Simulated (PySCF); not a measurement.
NICS in isomers of C6H7NO.

NICS is the negative of the GIAO shielding at a point without a nucleus: at the ring centre (0) and 1 Å above and below it (1); zz is the component along the ring normal. Level: GIAO PBE0/pcSseg-1 (PySCF, non-relativistic, gas phase) on the GFN2-xTB geometries, one conformer each. Atom numbers follow the mapped SMILES.

Question: Order these rings by mean NICS(1)zz, lowest (most negative) first (ppm).
A. ring N2–C3–C4–C5–C6 in `[CH3:1][n:2]1[cH:3][cH:4][cH:5][c:6]1[CH:7]=[O:8]`
B. ring C4–C5–C6–C7–C8 in `[O:1]=[CH:2][NH:3][C:4]1=[CH:5][CH2:6][CH:7]=[CH:8]1`
C. ring C3–C6–C7–C8 in `[CH3:1][O:2][C@@:3]1([C:4]#[N:5])[CH:6]=[CH:7][CH2:8]1`
D. ring C3–C7–C8 in `[CH3:1][O:2][C:3]1([CH2:4][C:5]#[N:6])[CH:7]=[CH:8]1`
E. ring C2–C3–C4–N5–C7–C8 in `[CH3:1][c:2]1[cH:3][cH:4][n+:5]([O-:6])[cH:7][cH:8]1`

Answer: A (-28.0), E (-20.7), D (-18.1), B (-11.9), C (1.3).

| SMILES | ring | NICS(0) | NICS(1) | NICS(1)zz | HOMA | rms pucker (Å) | ring atoms with four or more neighbours |
| --- | --- | --- | --- | --- | --- | --- | --- |
| Cn1cccc1C=O | 5-membered ring with N; formal bonds all aromatic | -12.8 | -11.1 | -28.0 | 0.96 | 0.00 | 0 |
| Cc1cc[n+]([O-])cc1 | 6-membered ring with N; formal bonds all aromatic | -6.6 | -8.6 | -20.7 | 0.97 | 0.00 | 0 |
| COC1(CC#N)C=C1 | 3-membered carbocycle; formal bonds 1 double, 2 single | -29.6 | -8.9 | -18.1 | – | 0.00 | 1 |
| O=CNC1=CCC=C1 | 5-membered carbocycle; formal bonds 2 double, 3 single | -4.9 | -5.8 | -11.9 | – | 0.00 | 1 |
| CO[C@@]1(C#N)C=CC1 | 4-membered carbocycle; formal bonds 1 double, 3 single | 0.9 | -2.5 | 1.3 | – | 0.01 | 2 |

NICS(0) gives another order. The isotropic NICS(1) gives another order. HOMA uses Krygowski's 1993 parameters; it is left out where a ring has a four-coordinate atom, a triple bond, no multiple bond or a kind of bond without parameters. NICS(1) and NICS(1)zz are means over the two faces.
